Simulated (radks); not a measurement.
The numbers below are computed, except where a source is named.
The thallium ion Tl8+, [Xe] 4f14 5d5. Level of theory: non-relativistic Kohn-Sham, exchange-only PBE, spin-polarised, spherical densities, point nucleus (a radial shooting solver on a logarithmic mesh with Libxc functionals). Every spin shell is full or empty, so the densities are truly spherical. Functionals are evaluated on that one density, not self-consistently. Rank these exchange functionals by their error against the exact value of the orbitals, and give that value: LDA, PBE, PBEsol, OPTX, AM05, TPSS, revTPSS, Tao-Mo, TASK.

Answer. Exact: -348.151 hartree. From best to worst, with 100 (|E| - |E exact|)/|E exact| (equal figures are ties): PBE -0.35, TPSS -0.44, Tao-Mo -0.84, revTPSS -0.91, TASK -1.79, PBEsol -1.81, OPTX +1.91, AM05 -3.61, LDA -3.82.
